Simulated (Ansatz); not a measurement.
`C=CC[SiH](F)Cl` + `[CH3][InH][Cl]` → `C=C[CH2][InH][Cl]` + `C[SiH](F)Cl`  (formal exchange of groups at a C–C bond)

Isolated molecules relaxed with PBE0-D4/def2-TZVP in Ansatz; ΔE leaves out vibrations. CBS: MP2 limit from def2 TZ/QZ plus the TZ coupled-cluster correction, frozen cores. Functionals use def2-TZVPP. B3LYP here is the variant with VWN-RPA as its local correlation; programs differ in this. def2 core potentials past Kr. For In outer-core shells are correlated without core-valence functions, which leaves a few kJ/mol of doubt a bond. One conformer a species, not always the lowest.

`C=CC[SiH](F)Cl`:

Z-matrix (Å, degrees):
```
C
C 1 1.492
Si 1 1.860 2 111.1
H 1 1.095 2 111.6 3 -120.5
H 1 1.095 2 111.2 3 119.2
C 2 1.327 1 125.0 3 -102.8
H 2 1.087 1 115.9 3 74.9
F 3 1.594 1 109.4 2 -178.3
Cl 3 2.045 1 110.2 2 -60.1
H 3 1.476 1 113.2 2 61.2
H 6 1.086 2 121.7 1 -2.2
H 6 1.083 2 121.3 1 178.2
```

`[CH3][InH][Cl]`:

Z-matrix (Å, degrees):
```
C
In 1 2.131
H 1 1.091 2 108.7
H 1 1.089 2 111.9 3 -121.5
H 1 1.091 2 108.6 3 117.5
Cl 2 2.357 1 111.0 3 -51.7
H 2 1.708 1 137.6 3 128.5
```

`C=C[CH2][InH][Cl]`:

Z-matrix (Å, degrees):
```
C
C 1 1.482
In 1 2.159 2 104.6
H 1 1.090 2 112.7 3 118.9
H 1 1.091 2 112.5 3 -116.2
C 2 1.332 1 125.7 3 -100.8
H 2 1.089 1 115.7 3 77.0
Cl 3 2.356 1 109.8 2 -69.4
H 3 1.708 1 136.7 2 104.2
H 6 1.086 2 121.7 1 -2.3
H 6 1.083 2 121.2 1 178.5
```

`C[SiH](F)Cl`:

```xyz
8

C    -0.379    0.207    0.915
Si    0.387   -0.249   -0.698
F    -0.257   -1.608   -1.226
Cl    0.010    1.196   -2.096
H    -0.197   -0.576    1.656
H     0.045    1.142    1.287
H    -1.458    0.337    0.804
H     1.850   -0.448   -0.641
```

```csv
level,ΔE (kJ/mol),difference from CCSD(T)/CBS
PBE-D4,-7.8,-0.2
B3LYP-D4,-6.7,0.9
ωB97X-V,-3.2,4.4
ωB97M-V,-3.4,4.2
B2PLYP,-6.6,1.0
PBE,-8.2,-0.6
r2SCAN,-8.8,-1.2
B3LYP,-7.1,0.5
HF/def2-TZVPP,-3.5,4.1
SCS-MP2/def2-TZVPP,-5.7,1.9
CCSD/def2-TZVPP,-4.4,3.2
CCSD(T)/def2-TZVPP,-5.2,2.4
HF/def2-QZVPP,-3.5,4.1
SCS-MP2/def2-QZVPP,-6.9,0.7
HF/CBS(def2),-3.5,4.1
MP2/CBS(def2),-9.2,-1.6
CCSD(T)/CBS,-7.6,0
```

Largest T1 diagnostic among the species: 0.013.
